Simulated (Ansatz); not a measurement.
Species: GeBr₂, net charge 0, singlet state. SMILES: [Ge]([Br])[Br]
Geometry: optimised at B3LYP-D3(BJ)/def2-TZVP (Ansatz, a program for electronic structure).

Computed values are from Ansatz. Valence correlation only, unless marked. Open shells are spin-unrestricted. No spin-orbit coupling. The frozen core is the preceding noble-gas configuration, with the filled d and f shells of earlier blocks. No relativistic terms. CBS marks a two-point X^-3 extrapolation of the correlation energy; Hartree-Fock from the larger set. [CCSD(T)-MP2]/basis is that difference in the basis named.

```yaml
atomisation energy De: 708.0 kJ/mol at CCSD(T)/CBS(cc-pVTZ,cc-pVQZ)
vertical ionisation energy (to the doublet): 9.97 eV at RI-MP2/CBS(aug-cc-pVTZ,aug-cc-pVQZ)+[CCSD(T)-MP2]/aug-cc-pVTZ
vertical electron affinity (to the doublet; negative means unbound): 1.54 eV at RI-MP2/CBS(aug-cc-pVTZ,aug-cc-pVQZ)+[CCSD(T)-MP2]/aug-cc-pVTZ
vertical_triplet_singlet_gap: 2.53 eV at RI-MP2/CBS(aug-cc-pVTZ,aug-cc-pVQZ)+[CCSD(T)-MP2]/aug-cc-pVTZ
total_energy: -7220.9721 Eh at CCSD(T)/CBS(cc-pVTZ,cc-pVQZ)
dipole_moment: 1.91 D at CCSD(T)/aug-cc-pVDZ
T1 diagnostic: 0.014 at CCSD/cc-pVQZ
```
